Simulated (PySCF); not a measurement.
**Vertical excitation energies**

Compound: CH11NOSi3.
SMILES: `C[Si@](N)([SiH3])O[SiH3]`

Theory: TDDFT CAM-B3LYP/def2-SVPD, vertical, gas phase, core orbitals frozen in the response in PySCF 2.14.0, density-fitted response routines. Isolated species at its PBE0-D3(BJ)/def2-SVP geometry (one conformer only). Torsions of this conformer, `[CH3:1][Si@:2]([NH2:3])([SiH3:4])[O:5][SiH3:6]`: C1–Si2–O5–Si6 -120°, H–N3–Si2–C1 -167°, H–N3–Si2–C1 37°.

| state | E (eV) | λ (nm) | ν̃ (cm⁻¹) | f | \|μ\| (D) | main configurations (H = HOMO, L = LUMO) |
| --- | --- | --- | --- | --- | --- | --- |
| S1 | 6.66 | 186.2 | 53700 | 0.051 | 1.43 | H→L (43%), H-1→L (30%) |
| S2 | 6.90 | 179.8 | 55620 | 0.0080 | 0.55 | H→L (27%), H-1→L (24%), H→L+1 (16%) |
| S3 | 7.13 | 174.0 | 57480 | 0.075 | 1.66 | H→L+2 (60%), H→L+1 (12%), H→L (10%) |
| S4 | 7.23 | 171.5 | 58300 | 0.045 | 1.28 | H→L+1 (29%), H-1→L (20%), H→L+3 (12%) |
| S5 | 7.62 | 162.6 | 61500 | 0.013 | 0.66 | H-1→L+1 (48%), H-3→L (11%), H-1→L+3 (8%) |
| S6 | 7.75 | 160.0 | 62480 | 0.0094 | 0.57 | H-1→L+2 (67%), H-1→L+4 (8%) |
| S7 | 7.80 | 159.0 | 62910 | 0.013 | 0.66 | H-2→L (23%), H-2→L+1 (18%), H→L+3 (12%) |
| S8 | 8.02 | 154.6 | 64670 | 0.284 | 3.06 | H→L+4 (42%), H→L+3 (17%), H→L+1 (10%) |
| S9 | 8.06 | 153.8 | 65030 | 0.029 | 0.97 | H→L+5 (39%), H-1→L+5 (12%) |
| S10 | 8.10 | 153.0 | 65370 | 0.116 | 1.94 | H→L+4 (20%), H-3→L+1 (11%), H-3→L (11%) |

Triplets (Tamm–Dancoff): T1 6.12 eV, H→L+2 (52%), H→L (21%); T2 6.32 eV, H-1→L (31%), H→L+1 (19%), H→L+3 (11%); T3 6.46 eV, H→L+1 (29%), H→L+8 (12%), H→L+3 (10%); T4 6.87 eV, H→L (48%), H-1→L (22%).

The lowest singlet lies at 6.66 eV (186 nm, vacuum ultraviolet) and is of moderate strength; its leading configuration is HOMO→LUMO (43%). The strongest level in the table is S8 at 8.02 eV (155 nm, f = 0.284). Löwdin shares by element: HOMO silicon 42% or more, oxygen 15%, nitrogen 15% (atoms not listed hold the other 28%); LUMO silicon 43%, hydrogen 7% or more (atoms not listed hold the other 50%). Orbital energies (eV): HOMO-3 -10.50, HOMO-2 -10.39, HOMO-1 -9.28, HOMO -8.86, LUMO 0.80, LUMO+1 1.23, LUMO+2 1.33. The oscillator strengths of these states sum to 0.643; summed over the whole spectrum of an exact calculation they would give the number of electrons, 74 (Thomas–Reiche–Kuhn). The listed states span 1.45 eV, and the widest gap between neighbours is 0.40 eV (S4 to S5). The vertical ionisation energy (ΔSCF) is 9.49 eV, 1.38 eV above S10. Only the lowest 10 singlets were computed, as vertical energies without vibronic structure.

The run took 3.2 min on one thread of an Arm Neoverse V2, shared host.
